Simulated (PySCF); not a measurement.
**Ru⁺ (ruthenium, charge +1): M06-L calculation**

Configuration: [Kr] 4d7, high-spin 4F determinant. All numbers are calculated (PySCF 2.14, scalar relativity through the core potential, in cc-pVTZ-PP with ECP28MDF (5s5p4d2f1g, 63 functions)).

```json
{"Total energy": "-94.2772 hartree", "One-electron energy": "-160.4231 hartree", "Hartree (Coulomb) energy": "76.2151 hartree", "Exchange-correlation energy": "-10.0692 hartree", "⟨S²⟩": "3.7566", "⟨L²⟩": "12.025", "Sum of ⟨r⟩": "20.44 bohr", "Sum of ⟨r²⟩": "33.79 bohr²", "Traceless quadrupole moment −½Σ⟨3z² − r²⟩ along its main axis": "0.00970 e·bohr²", "Time after the integrals": "1.5 s of wall time on 1 thread of Neoverse-V2 (shared host)"}
```

```json
{"shell": "4s α", "electrons": "1", "mean orbital energy (hartree)": "-3.18574", "spread (hartree)": "0", "rms radius, mean of both spins (bohr)": "1.10"}
{"shell": "4s β", "electrons": "1", "mean orbital energy (hartree)": "-3.10449", "spread (hartree)": "0", "rms radius, mean of both spins (bohr)": "1.10"}
{"shell": "4p α", "electrons": "3", "mean orbital energy (hartree)": "-2.06161", "spread (hartree)": "0", "rms radius, mean of both spins (bohr)": "1.22"}
{"shell": "4p β", "electrons": "3", "mean orbital energy (hartree)": "-1.96065", "spread (hartree)": "0.00001", "rms radius, mean of both spins (bohr)": "1.22"}
{"shell": "4d α", "electrons": "5", "mean orbital energy (hartree)": "-0.48441", "spread (hartree)": "0.02239", "rms radius, mean of both spins (bohr)": "1.79"}
{"shell": "4d β", "electrons": "2", "mean orbital energy (hartree)": "-0.42775", "spread (hartree)": "0.00024", "rms radius, mean of both spins (bohr)": "1.79"}
```

Energies and moments cover only the electrons outside the core potential.
